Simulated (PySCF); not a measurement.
Spinor energies of Hg³⁺ (mercury, charge +3)

Start: [Xe] 4f14 5d8 6s1; 5d3/2 filled at m_j = -1/2, +1/2, +3/2; 5d5/2 filled at m_j = -3/2, -1/2, +1/2, +3/2, +5/2; 6s1/2 filled at m_j = +1/2. Calculated with PySCF 2.14 in x2c-TZVPall-2c with one added diffuse shell each of s, p, d type (12s12p11d2f, 117 functions): generalised Hartree-Fock with the X2C-1e Hamiltonian and a Gaussian nucleus; spin-orbit coupling (SO) screened by Boettger's factors. This is a chosen level, not necessarily the ground level.

| spinor shell | electrons | ε, screened SO (eV) | weight of nominal j (screened SO) | rms radius, screened SO (bohr) |
| --- | --- | --- | --- | --- |
| 1s1/2 | 2 | -83577.3 | 1.000 | 0.0187 |
| 2s1/2 | 2 | -14995.3 | 1.000 | 0.0755 |
| 2p1/2 | 2 | -14364.6 | 1.000 | 0.0639 |
| 2p3/2 | 4 | -12411.4 | 1.000 | 0.0720 |
| 3s1/2 | 2 | -3657.6 | 1.000 | 0.193 |
| 3p1/2 | 2 | -3374.6 | 1.000 | 0.184 |
| 3p3/2 | 4 | -2935.6 | 1.000 | 0.201 |
| 3d3/2 | 4 | -2472.7 | 1.000 | 0.176 |
| 3d5/2 | 6 | -2379.0 | 1.000 | 0.180 |
| 4s1/2 | 2 | -872.21 | 1.000 | 0.424 |
| 4p1/2 | 2 | -749.84 | 1.000 | 0.429 |
| 4p3/2 | 4 | -642.29 | 1.000 | 0.463 |
| 4d3/2 | 4 | -442.14 | 1.000 | 0.475 |
| 4d5/2 | 6 | -421.18 | 1.000 | 0.486 |
| 5s1/2 | 2 | -177.13 | 1.000 | 0.963 |
| 4f5/2 | 6 | -160.89 | 0.998 | 0.525 |
| 4f7/2 | 8 | -156.57 | 0.998 | 0.526 |
| 5p1/2 | 2 | -135.13 | 0.996 | 1.04 |
| 5d5/2 | 5 | -53.072 | 0.738 | 1.46 |
| 5d3/2 | 3 | -54.770 | 0.873 | 1.43 |
| 6s1/2 | 1 | -38.783 | 1.000 | 2.52 |

(1) Where does 5p3/2 lie, and what is the 5p spin-orbit splitting (screened SO)?

```
   quantity   screened SO
E (hartree)  -19637.23713
        M_J           9/2
       ⟨J²⟩        24.756
       ⟨L²⟩        12.460
       ⟨S²⟩         3.818
```

Each row is a mean over spinors that exchange with the open shell spreads, by up to 7.972 eV (5p3/2).

Rows whose weight is well below 1 are mixtures of j = l ± 1/2: exchange outweighs spin-orbit coupling there, and the label is only the starting occupation.

Breit and QED terms are absent; they matter most for the inner s and p1/2 levels.

Densities and radii are taken from the X2C orbitals without a picture-change correction, which distorts them close to the nucleus.

## Answers

(1) At -114.06 eV, 21.072 eV above 5p1/2.
